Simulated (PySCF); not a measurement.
How methods differ on the excitation energy of Zn

Zn [Ar] 3d10 4s2 (1S) → Zn [Ar] 3d9 4s2 4p1 (high-spin determinant), as a difference of total energies. Computed with PySCF 2.14 in aug-cc-pwCVTZ-PP with ECP10MDF, with scalar relativity through the core potential. Correlated levels: valence: 3s2 3p6 frozen; valence and next inner shell: nothing frozen outside the core potential. The calculations carry no spin-orbit coupling.

```json
{"method": "UHF", "excitation energy (eV)": "8.810"}
{"method": "LDA", "excitation energy (eV)": "11.862"}
{"method": "PBE", "excitation energy (eV)": "11.238"}
{"method": "PBE0", "excitation energy (eV)": "10.771"}
{"method": "r2SCAN", "excitation energy (eV)": "10.620"}
{"method": "wB97X-V", "excitation energy (eV)": "10.910"}
{"method": "HSE06", "excitation energy (eV)": "10.772"}
{"method": "M06-2X", "excitation energy (eV)": "11.199"}
{"method": "MP2 (valence)", "excitation energy (eV)": "11.607"}
{"method": "SCS-MP2 (valence)", "excitation energy (eV)": "11.286"}
{"method": "MP2 (valence and next inner shell)", "excitation energy (eV)": "11.946"}
{"method": "SCS-MP2 (valence and next inner shell)", "excitation energy (eV)": "11.563"}
```

Q: How much does correlation contribute at MP2 (valence and next inner shell)?

A: 11.946 − (8.810) = 3.136 eV, measured against UHF.

The upper state lies above the first ionisation limit, where it may autoionise and the basis confines it.

The determinant of the upper state mixes LS terms, which raises its energy above the lowest term, most at the Hartree-Fock and MP2 levels.
